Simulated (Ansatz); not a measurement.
Basis-set extrapolation for `CB[SiH]([SiH3])Cl` (PBE0-D4/def2-TZVP geometry, frozen core, Ansatz). Multiplicity 1, RHF reference.

```json
{"": "HF", "def2-TZVPP": "-1104.665580", "def2-QZVPP": "-1104.699103"}
{"": "MP2 correlation", "def2-TZVPP": "-0.712388", "def2-QZVPP": "-0.768334"}
{"": "CCSD(T) correlation", "def2-TZVPP": "-0.823002", "def2-QZVPP": "not run"}
```

Energies in hartree. Use E(X) = E(∞) + A·exp(−7.88·√X) for Hartree–Fock and E(X) = E(∞) + B·X^(−2.97) for correlation, with X = 3 and 4, and add CCSD(T) minus MP2 of the smaller set to the MP2 limit.

Q: What is the CCSD(T) energy at the basis-set limit?

A: HF limit: -1104.699103 + (-0.033523) × 0.13774 = -1104.70372. MP2 limit: -0.768334 + (-0.055946) × 0.74074 = -0.80978. Higher-order term: -0.823002 − (-0.712388) = -0.11061. Total: -1105.62411 hartree, 85.0 kcal/mol below CCSD(T)/def2-TZVPP.
